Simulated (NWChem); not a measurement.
Species: CoCl2, quartet; SMILES [Cl][Co][Cl]

Program: NWChem. Pople sets run with spherical d functions. Spin-unrestricted. No stability test was run on the SCF state. Each level has its own optimisation; frequencies are unscaled.

For level UHF/6-31G*:

| Quantity | Result |
|---|---|
| r Cl–Co (Å) | 2.185 |
| highest harmonic frequency (cm⁻¹) | 485 |

Problem. Estimate the same quantities for level PBE0/def2-SVP.

Solution. The r Cl–Co (Å) is 2.110 and the highest harmonic frequency (cm⁻¹) is 511.
